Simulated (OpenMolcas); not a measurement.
neutral oxygen: effect of the active space

```
Program             : OpenMolcas 26.06
Method              : XMS-CASPT2 or its RAS form, IPEA 0.25 Eh, imaginary shift 0.1 Eh
Basis               : ANO-RCC-VTZP
Scalar Hamiltonian  : DKH2, point nucleus
Spin-orbit coupling : RASSI with atomic mean-field integrals over the reference wave functions, term energies averaged over their components
```

A. 4 electrons in 3 orbitals (2p); 2S+1 = 3 even, 3 roots; 2S+1 = 1 even, 6 roots; closed shells correlated: 1s 2s; CASPT2 step roughly 0.9 core-seconds
B. 6 electrons in 4 orbitals (2s 2p); 2S+1 = 3 even, 3 roots; 2S+1 = 1 even, 6 roots; closed shells correlated: 1s; CASPT2 step about 1 core-seconds
C. 6 electrons in 8 orbitals (2s 2p 3s 3p); 2S+1 = 3 even, 3 roots; 2S+1 = 1 even, 6 roots; closed shells correlated: 1s; CASPT2 step of the order of 3 core-seconds
D. 6 electrons in 9 orbitals (RAS2 2s 2p; RAS3 3d, at most 2 electrons); 2S+1 = 3 even, 3 roots; 2S+1 = 1 even, 6 roots; closed shells correlated: 1s; CASPT2 step of the order of 6 core-seconds

Energies in cm-1 above 2s2 2p4 3P2, the measured ground level; measured values from NIST Handbook of Basic Atomic Spectroscopic Data.

| Level | A | B | C | D | Measured |
| --- | --- | --- | --- | --- | --- |
| 2s2 2p4 3P2 | 0.0 | 0.0 | 0.0 | 0.0 | 0.0 |
| 2s2 2p4 3P1 | 149 | 149 | 140 | 148 | 158 |
| 2s2 2p4 3P0 | 222 | 222 | 209 | 221 | 227 |
| 2s2 2p4 1D2 | 16210 | 16080 | 16470 | 16150 | 15868 |
| 2s2 2p4 1S0 | 36220 | 34400 | 34470 | 34620 | 33793 |

Deviations, from unrounded energies. A percentage is the sum of absolute deviations over the sum of measured energies, with the sign that they share, or ± where signs differ.

```csv
Against measurement,Levels,A,B,C,D
mean absolute deviation (cm-1),4,700,210,330,280
fine structure of the ground term (%),2,-3.5,-3.5,-9.3,-4.1
other terms of the ground configuration (%),2,+5.6,+1.6,+2.6,+2.2
```

B lies closest to measurement on these levels and A furthest from it. The largest miss of B in the table is 2s2 2p4 1S0, by +610 cm-1. The ranking rests on the paired levels alone, and a cruder setting can come out closer through cancelling errors.

The two smallest mean deviations differ by little beside CASPT2's spread within terms, so their order carries little weight.

Among A to D the level of the table that moves most is 2s2 2p4 1S0, by 1800 cm-1 (lowest in B, highest in A). Moves below CASPT2's spread within the term are not significant.

CASPT2 breaks the degeneracy within a term, and the mean is taken; among the terms shown or strongly mixed into the levels shown the widest spread is 1000 cm-1 (2s2 2p4 1D, A). With the s shell closed, the reference lacks s² → p² mixing (holds for A). Active for correlation alone: 3p 3s; no level in the range computed is led by a configuration that fills them, so any true level of that kind is missing (holds for C). Active for correlation alone: 3d; no level in the range computed is led by a configuration that fills it, so any true level of that kind is missing (holds for D). Measured partners are found by configuration, term and J. A level has none where our copy of the source lacks it or the pairing is in doubt (some pairs that miss far off the trend of their configuration count as doubtful), and it then counts in no deviation. Levels of configurations outside the active space are missing.
